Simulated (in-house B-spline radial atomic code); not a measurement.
What moves the levels of Ni⁺ ([Ar] 3d9)? Level of theory: Dirac-Hartree-Fock, average of configuration, Fermi nucleus of rms radius 3.7757 fm; calculated with a radial B-spline atomic code at the basis-set limit.

Baseline run (computed): total energy -1519.0617 hartree, 1s1/2 at -309.0373 hartree, 3d5/2 at -20.639 eV with <r> = 1.042 bohr.

Scaling the speed of light c (a factor of 100 is close to the non-relativistic limit):

| c/c0 | ΔE (hartree) | 3d5/2 level (eV) | 3d5/2 <r> (bohr) |
| --- | --- | --- | --- |
| 0.95 | -1.3787 | -20.608 | 1.043 |
| 0.98 | -0.52548 | -20.6273 | 1.042 |
| 1.02 | 0.49405 | -20.6505 | 1.042 |
| 1.5 | 6.9934 | -20.8015 | 1.037 |
| 100 | 12.474 | -20.933 | 1.033 |

Changing the nucleus:

```tsv
nucleus	ΔE (eV)
Gaussian nucleus of rms radius 0.01 fm	-0.161
Fermi nucleus of rms radius 3.7002 fm	-0.00623
Fermi nucleus of rms radius 3.8512 fm	0.00635
```

A larger nucleus binds the electrons less, roughly as the density at the nucleus times the change of the nuclear <r²>. A radius of 0.01 fm is nearly a point.

(1) The nuclear charge is raised by 0.1. What does the Hellmann-Feynman theorem predict for the energy, and what is found?

Results:

(1) dE/dZ ≈ -Σ<1/r>, which is -130.383 at the start and -131.011 at the end; their mean times 0.1 is -13.07 hartree, and the two runs differ by -13.07 hartree.
